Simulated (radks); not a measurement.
The numbers below are computed, except where a source is named.
Ionisation of the lutetium ion Lu49+, [Ar] 3d4, to Lu50+, [Ar] 3d3, under several functionals. Non-relativistic Kohn-Sham, spin-unpolarised, spherical densities, point nucleus; a radial shooting solver on a logarithmic mesh with Libxc functionals.

functional,E(Lu49+) (hartree),Exc (hartree),IE (eV),-e(HOMO) (eV),<r> HOMO (bohr),IE error (eV)
PW91,-11772.4334,-177.3257,4358.1,4293.8,0.1793,-44.9
"LDA (Slater exchange, Perdew-Wang correlation)",-11763.6419,-168.4746,4357.4,4293.1,0.1793,-45.6
BP86,-11772.9413,-177.8413,4358.0,4293.7,0.1793,-45.0
exchange-only PBE,-11770.2905,-175.1725,4355.4,4291.1,0.1793,-47.6
exchange-only LDA,-11760.8225,-165.6473,4354.0,4289.7,0.1793,-49.0
TASK exchange with Perdew-Wang LDA correlation,-11769.3457,-174.2215,4360.2,4296.7,0.1794,-42.8
exchange-only B88,-11771.2621,-176.1540,4356.0,4291.7,0.1793,-47.0
TPSS,-11772.0123,-176.8960,4356.2,4292.0,0.1794,-46.8

NIST Atomic Spectra Database: 4403 eV (theoretical). Closest: TASK exchange with Perdew-Wang LDA correlation. The Delta-SCF values span 6.15 eV, the total energies 12.12 hartree. The highest occupied level is 3d. Relativity is left out here, which matters for elements this heavy. Spin polarisation and multiplet splitting are left out, so open shells lie too high by an amount that depends on their filling.

Beside tabulated values, note that spin-unpolarised runs miss the spin-polarisation part of the exchange energy of open shells.
